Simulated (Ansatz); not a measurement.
Consider the cleavage of the Sn–Si bond: `C[Si](F)(F)[SnH3]` + H₂Se → `[SeH][SnH3]` + `C[SiH](F)F`.

Program: Ansatz. Geometries: PBE0-D4/def2-TZVP. ΔE: electronic, gas phase. CBS: MP2 limit from def2 TZ/QZ plus the TZ coupled-cluster correction, frozen cores. Functionals use def2-TZVPP. def2 core potentials past Kr. For Se, Sn outer-core shells are correlated without core-valence functions, which leaves a few kJ/mol of doubt a bond. Scalar relativity is left out up to krypton.

`C[Si](F)(F)[SnH3]`:

Z-matrix (Å, degrees):
```
C
Si 1 1.847
H 1 1.093 2 110.6
H 1 1.092 2 110.6 3 -120.1
H 1 1.093 2 110.1 3 119.9
F 2 1.598 1 108.6 3 -177.3
F 2 1.598 1 108.6 3 -62.6
Sn 2 2.569 1 116.6 3 60.1
H 8 1.707 2 110.2 1 59.8
H 8 1.707 2 110.2 1 -59.2
H 8 1.704 2 111.1 1 -179.7
```

H₂Se:

Z-matrix (Å, degrees):
```
Se
H 1 1.467
H 1 1.467 2 91.2
```

`[SeH][SnH3]`:

Cartesian coordinates in Å:
```
Se 0.773 -1.350 -1.188
Sn -0.047 0.284 0.565
H -0.112 -0.783 -2.215
H 0.820 -0.115 1.974
H -1.724 0.085 0.797
H 0.290 1.880 0.067
```

`C[SiH](F)F`:

```xyz
8

C    -0.433    0.754    0.470
Si    0.415   -0.622   -0.408
F    -0.380   -0.986   -1.737
F     0.410   -1.927    0.502
H    -1.461    0.480    0.718
H    -0.458    1.650   -0.155
H     0.091    0.999    1.397
H     1.816   -0.347   -0.787
```

```tsv
species	PBE-D4 energy (Eh)
`C[Si](F)(F)[SnH3]`	-745.04524
H₂Se	-2402.38459
`[SeH][SnH3]`	-2617.89097
`C[SiH](F)F`	-529.55922
```

Question: Work out ΔE.

Answer: ΔE = (-2617.89097) + (-529.55922) − (-745.04524) − (-2402.38459) = -0.02036 Eh = -53.5 kJ/mol. CCSD(T)/CBS gives -68.6 kJ/mol.

Largest T1 diagnostic among the species: 0.013.

The D4 term adds +4.4 kJ/mol with B3LYP and +2.7 kJ/mol with PBE0; it sums over pairs of atoms, weighted by their polarisabilities, and B3LYP, whose exchange is more repulsive, gets the larger term. In def2-TZVPP, CCSD(T) changes the Hartree–Fock value by +21.2 kJ/mol (the triples alone add +1.6 kJ/mol) and MP2 by +14.7 kJ/mol.

B3LYP here is the variant with VWN-RPA as its local correlation; programs differ in this.
